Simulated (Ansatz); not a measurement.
Consider the isomerisation: `C=N[C](=C)[GeH3]` → `CC#[C][GeH2][NH2]`.

Calculated with Ansatz (gas phase, PBE0-D4/def2-TZVP geometries, no zero-point term in ΔE). CCSD(T)/CBS adds triple-zeta CCSD(T) − MP2 to the extrapolated MP2 energy (def2 sets, frozen cores). DFT in def2-TZVPP. B3LYP here is the variant with VWN-RPA as its local correlation; programs differ in this. For Ge outer-core shells are correlated without core-valence functions, which leaves a few kJ/mol of doubt a bond. Scalar relativity is left out up to krypton. Each species was taken in one conformer, which may not be the lowest.

| level | ΔE (kJ/mol) | difference from CCSD(T)/CBS |
| --- | --- | --- |
| PBE-D4 | -41.9 | 24.1 |
| r2SCAN-D4 | -54.8 | 11.2 |
| PBE0-D4 | -53.6 | 12.4 |
| B3LYP-D4 | -50.7 | 15.3 |
| ωB97X-V | -61.7 | 4.3 |
| ωB97M-V | -64.9 | 1.1 |
| B2PLYP | -69.3 | -3.3 |
| PBE | -46.9 | 19.1 |
| r2SCAN | -55.9 | 10.1 |
| PBE0 | -57.8 | 8.2 |
| B3LYP | -58.7 | 7.3 |
| HF/def2-TZVPP | -81.1 | -15.1 |
| MP2/def2-TZVPP | -85.4 | -19.4 |
| SCS-MP2/def2-TZVPP | -81.6 | -15.6 |
| CCSD/def2-TZVPP | -71.9 | -5.9 |
| CCSD(T)/def2-TZVPP | -66.1 | -0.1 |
| HF/def2-QZVPP | -80.7 | -14.7 |
| MP2/def2-QZVPP | -85.1 | -19.1 |
| SCS-MP2/def2-QZVPP | -82.1 | -16.1 |
| HF/CBS(def2) | -80.6 | -14.6 |
| MP2/CBS(def2) | -85.2 | -19.2 |
| CCSD/CBS(def2) | -71.8 | -5.8 |
| CCSD(T)/CBS | -66.0 | 0 |

Largest T1 diagnostic among the species: 0.013.

The D4 term adds +8.0 kJ/mol with B3LYP and +4.1 kJ/mol with PBE0; it sums over pairs of atoms, weighted by their polarisabilities, and B3LYP, whose exchange is more repulsive, gets the larger term. From PBE to PBE0 (25 % exact exchange), in def2-TZVPP and without D4, ΔE moves by −10.9 kJ/mol.
